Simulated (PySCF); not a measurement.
Molecule: SMILES O=C(O)[C@H]1CCCO1, C$_{5}$H$_{8}$O$_{3}$.

Bonds (- single, = double, # triple, : aromatic): O1=C2, C2-O3, C2-C4, C4-C5, C5-C6, C6-C7, C7-O8, O8-C4. O3 carries H9; C4 carries H10; C5 carries H11, H12; C6 carries H13, H14; C7 carries H15, H16. Stereochemistry as in O=C(O)[C@H]1CCCO1. H11, H14, H15 are cis to C2 on the ring; H12, H13, H16 are trans to C2 on the ring.

Frames of a GFN2-xTB Langevin trajectory at 200 K; GIAO PBE0/pcSseg-1 shieldings in PySCF 2.14.0 with density-fitted response routines, gas phase, non-relativistic; equivalent atoms averaged within each frame.

Chemical shifts δ = σref − σ; $^{17}$O (336.08 ppm) vs H2O; TMS for $^{13}$C (186.93 ppm) and $^{1}$H (31.72 ppm), all at this level. The references are static minima.

How do the shifts (ppm) fluctuate along the trajectory?

Answers


```
         time (fs)     O1     O3    O8     C2    C4    C7    C5    C6    H9   H10
optimised geometry  410.1  213.3  80.0  182.3  78.6  72.7  33.5  29.6  6.03  4.68
               250  432.7  227.0  81.5  188.3  75.3  69.6  32.9  22.8  6.86  5.22
               425  417.2  223.2  65.4  181.1  81.3  73.8  31.8  26.6  6.61  4.61
               625  406.4  215.0  66.9  177.2  72.5  72.1  30.6  25.2  5.52  5.17
               800  437.0  216.1  62.2  180.6  73.7  69.0  30.1  23.9  5.91  4.63
              1000  407.2  232.8  54.5  179.6  80.2  70.1  37.6  26.2  6.15  4.26
    mean of frames  420.1  222.8  66.1  181.3  76.6  70.9  32.6  25.0  6.21  4.78
standard deviation   14.2    7.5   9.9    4.2   3.9   2.0   3.0   1.6  0.54  0.41
```

5 frames give an uncertainty of the mean of about the standard deviation over 2.2 at best, since frames this close in time may not be independent; classical motion lacks zero-point vibration, and the reference would need the same averaging.
